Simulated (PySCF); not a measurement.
# CuB at PBE

Computed with PBE; Cu def2-TZVPP, B def2-TZVPP; no relativity (PySCF 2.14).

| Property | Result |
| --- | --- |
| state | ¹Σ⁺ (singlet), closed shell |
| bond length | 1.920 Å |
| harmonic wavenumber | 540 cm⁻¹ |
| force constant | 1.61 mdyn/Å |
| rotational constant Be | 0.4880 cm⁻¹ |
| anharmonicity ωexe | 3.26 cm⁻¹ |
| vibration–rotation constant αe | 0.00481 cm⁻¹ |
| well depth De to Cu (3d10 4s1) + B | 2.74 eV |
| dissociation energy D0 | 2.71 eV |
| HOMO–LUMO gap | 1.30 eV |
| bond order (Mayer) | 1.51 |
| dipole moment (positive dipole means Cu(−)B(+)) | -1.23 D |
